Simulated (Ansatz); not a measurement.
Reaction (redistribution): `[F][Ga]` + `O=C[SiH2]Br` → `[Ga][Br]` + `O=C[SiH2]F`

Calculated with Ansatz (gas phase, PBE0-D4/def2-TZVP geometries, no zero-point term in ΔE). CBS: MP2 limit from def2 TZ/QZ plus the TZ coupled-cluster correction, frozen cores. For Br, Ga outer-core shells are correlated without core-valence functions, which leaves a few kJ/mol of doubt a bond. Scalar relativity is left out up to krypton. One conformer a species, not always the lowest.

`[F][Ga]`:

Cartesian coordinates in Å:
```
F -0.882 0.135 0.041
Ga 0.882 -0.135 -0.041
```

`O=C[SiH2]Br`:

Cartesian coordinates in Å:
```
O 0.646 1.909 0.577
C -0.190 1.045 0.516
Si 0.255 -0.615 -0.354
Br -1.512 -1.953 -0.317
H -1.202 1.201 0.955
H 1.371 -1.255 0.380
H 0.631 -0.333 -1.757
```

`[Ga][Br]`:

Z-matrix (Å, degrees):
```
Ga
Br 1 2.375
```

`O=C[SiH2]F`:

```xyz
7

O     0.314    0.950   -1.748
C     0.028    0.986   -0.577
Si   -0.018   -0.670    0.387
F    -0.416   -0.396    1.912
H    -0.199    1.961   -0.087
H    -1.039   -1.548   -0.228
H     1.329   -1.282    0.342
```

```csv
species,MP2/CBS(def2) energy (Eh)
`[F][Ga]`,-2023.77011
`O=C[SiH2]Br`,-2977.38001
`[Ga][Br]`,-4497.29774
`O=C[SiH2]F`,-503.87667
```

Problem. Work out ΔE.

Solution. ΔE = (-4497.29774) + (-503.87667) − (-2023.77011) − (-2977.38001) = -0.02429 Eh = -63.8 kJ/mol. CCSD(T)/CBS gives -66.3 kJ/mol.

Largest T1 diagnostic among the species: 0.016.

In def2-TZVPP, CCSD(T) changes the Hartree–Fock value by +20.7 kJ/mol (the triples alone add +3.3 kJ/mol) and MP2 by +23.2 kJ/mol. From BLYP to BHLYP (50 % exact exchange), in def2-TZVPP and without D4, ΔE moves by −12.9 kJ/mol.
